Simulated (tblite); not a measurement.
Parent: `[NH2:1][C:2](=[O:3])[Si@H:4]1[CH2:5][CH2:6][O:7]1` with H–N1–C2–O3 4° and 172°, N1–C2–Si4–C5 -73°, C2–Si4–C5–C6 115°, Si4–C5–C6–O7 -8°, C5–C6–O7–Si4 9°, C2–Si4–O7–C6 -128°, C3H7NO2Si.

Structures optimised with GFN2-xTB, isolated species. One conformer each, not checked by frequencies here.

```json
{"coordinate of the parent": "N1–C2", "value": "1.350 Å"}
{"coordinate of the parent": "C2=O3", "value": "1.215 Å"}
{"coordinate of the parent": "C2–Si4", "value": "1.915 Å"}
{"coordinate of the parent": "Si4–C5", "value": "1.912 Å"}
{"coordinate of the parent": "C5–C6", "value": "1.529 Å"}
{"coordinate of the parent": "C6–O7", "value": "1.431 Å"}
{"coordinate of the parent": "Si4–O7", "value": "1.667 Å"}
{"coordinate of the parent": "N1–C2–O3", "value": "122.3°"}
{"coordinate of the parent": "N1–C2–Si4", "value": "116.0°"}
{"coordinate of the parent": "O3–C2–Si4", "value": "121.7°"}
{"coordinate of the parent": "C2–Si4–C5", "value": "123.1°"}
{"coordinate of the parent": "C2–Si4–O7", "value": "111.2°"}
{"coordinate of the parent": "C5–Si4–O7", "value": "78.6°"}
{"coordinate of the parent": "Si4–C5–C6", "value": "83.7°"}
{"coordinate of the parent": "C5–C6–O7", "value": "100.4°"}
{"coordinate of the parent": "Si4–O7–C6", "value": "96.3°"}
```

Problem. How does the shared frame change in `[NH2:1][C:2](=[O:3])[Si@@H:4]1[CH2:5][C@H:6]([O:7][CH:8]=[O:9])[O:10]1` with H–N1–C2–O3 -4° and -174°, N1–C2–Si4–C5 60°, C5–C6–O7–C8 145°, C6–O7–C8–O9 -3°, C4H7NO4Si? Atoms pair as N1 = N1, C2 = C2, O3 = O3, Si4 = Si4, C5 = C5, C6 = C6, O7 = O10 (parent first).

Solution. 
| parent | relative | value in the relative | change |
| --- | --- | --- | --- |
| N1–C2 | N1–C2 | 1.349 Å | -0.001 |
| C2=O3 | C2=O3 | 1.214 Å | -0.001 |
| C2–Si4 | C2–Si4 | 1.920 Å | +0.005 |
| Si4–C5 | Si4–C5 | 1.914 Å | +0.002 |
| C5–C6 | C5–C6 | 1.525 Å | -0.004 |
| C6–O7 | C6–O10 | 1.410 Å | -0.021 |
| Si4–O7 | Si4–O10 | 1.675 Å | +0.008 |
| N1–C2–O3 | N1–C2–O3 | 122.7° | +0.4 |
| N1–C2–Si4 | N1–C2–Si4 | 115.7° | -0.3 |
| O3–C2–Si4 | O3–C2–Si4 | 121.6° | -0.1 |
| C2–Si4–C5 | C2–Si4–C5 | 120.9° | -2.2 |
| C2–Si4–O7 | C2–Si4–O10 | 111.6° | +0.4 |
| C5–Si4–O7 | C5–Si4–O10 | 78.0° | -0.6 |
| Si4–C5–C6 | Si4–C5–C6 | 83.7° | 0.0 |
| C5–C6–O7 | C5–C6–O10 | 101.1° | +0.7 |
| Si4–O7–C6 | Si4–O10–C6 | 96.8° | +0.5 |

Of the parent's bonds, C6–O7 changes most (-0.021 Å). Bonds of the relative outside the shared frame: C6–O7 1.417, O7–C8 1.329, C8=O9 1.191 Å. Point group C1 → C1.

Problem. How does the shared frame change in `[CH2:1]=[CH:2][C@@H:3]1[CH2:4][Si@H:5]([C:6]([NH2:7])=[O:8])[O:9]1` with C1–C2–C3–C4 -117°, C4–Si5–C6–N7 -76°, Si5–C6–N7–H -9° and -175°, C5H9NO2Si? Atoms pair as N1 = N7, C2 = C6, O3 = O8, Si4 = Si5, C5 = C4, C6 = C3, O7 = O9 (parent first).

Solution. 
```tsv
parent	relative	value in the relative	change
N1–C2	N7–C6	1.351 Å	+0.001
C2=O3	C6=O8	1.215 Å	0.000
C2–Si4	C6–Si5	1.915 Å	0.000
Si4–C5	Si5–C4	1.908 Å	-0.004
C5–C6	C4–C3	1.540 Å	+0.011
C6–O7	C3–O9	1.441 Å	+0.010
Si4–O7	Si5–O9	1.662 Å	-0.005
N1–C2–O3	N7–C6–O8	122.3°	0.0
N1–C2–Si4	N7–C6–Si5	115.6°	-0.4
O3–C2–Si4	O8–C6–Si5	122.0°	+0.3
C2–Si4–C5	C6–Si5–C4	122.8°	-0.3
C2–Si4–O7	C6–Si5–O9	110.8°	-0.4
C5–Si4–O7	C4–Si5–O9	79.0°	+0.4
Si4–C5–C6	Si5–C4–C3	84.0°	+0.3
C5–C6–O7	C4–C3–O9	99.7°	-0.7
Si4–O7–C6	Si5–O9–C3	96.7°	+0.4
```

Of the parent's bonds, C5–C6 and C6–O7 change most and about equally (+0.010 to +0.011 Å). Bonds of the relative outside the shared frame: C1=C2 1.320, C2–C3 1.488 Å. Point group C1 → C1.

All values are computed, not measured.
